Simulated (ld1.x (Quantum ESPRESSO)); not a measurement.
## revPBE PAW dataset for aluminium, scalar-relativistic all-electron reference.

* Element: Al (Z = 13)
* Generator: ld1.x (Quantum ESPRESSO) 7.5
* Type: PAW
* Functional: revPBE
* Relativity: scalar-relativistic
* Frozen core: [Ne]
* Valence charge: 3
* Reference configuration: 3s1.5 3p1.5
* Partial waves: 3s (bound): rcut 1.55, rcutus 1.90 bohr; 3s channel at 0.05 Ry: rcut 1.55, rcutus 1.90 bohr; 3p (bound): rcut 2.70, rcutus 2.85 bohr; 3p channel at 0.2 Ry: rcut 2.70, rcutus 2.85 bohr
* Local potential: all-electron potential smoothed inside 1.50 bohr (lloc = -1)
* Core correction: Bessel-smoothed model core inside 1.00 bohr
* Augmentation charge: PSQ, inside the norm-conserving radii

All-electron outer shells of the reference configuration (revPBE, scalar-relativistic, ld1.x):

```
shell  level (eV)  outermost node (bohr)  outermost maximum (bohr)
   2s     -109.22                   0.16                      0.50
   2p      -70.55                      –                      0.43
   3s       -8.14                   0.80                      2.09
   3p       -3.03                   0.82                      2.61
```

(1) Estimate the cutoffs (Ry, on a coarse ladder) from which the occupation-weighted sum of valence levels, in a spherical-Bessel basis at the reference potential, stays within 10 and 1 mRy of its value at 400 Ry.

(2) What does a ghost test show?

(3) Is the overlap operator S = 1 + Σ q|β⟩⟨β| positive definite (Bessel basis up to 400 Ry)?

(4) Which valence shell sets the plane-wave cutoff?

(5) Tests: 3s2 3p1; 3s2 3p0; 3s1 3p0; 3s1 3p1; 3s2 3p1.3; 3s1 3p2; 3s0 3p3. Which has the largest error in its energy relative to the reference configuration, and how large is it?

Answers

(1) 8 Ry and 10 Ry.

(2) No extra level below or beside the all-electron valence levels (s, p, d, f tested).

(3) Yes: its lowest eigenvalue is 0.42 (s channel).

(4) 3s: its level needs 10 Ry to come within 1 mRy, against 8 Ry for 3p.

(5) 3s1 3p0, with -11 meV (all-electron minus pseudo) on +22.36 eV.
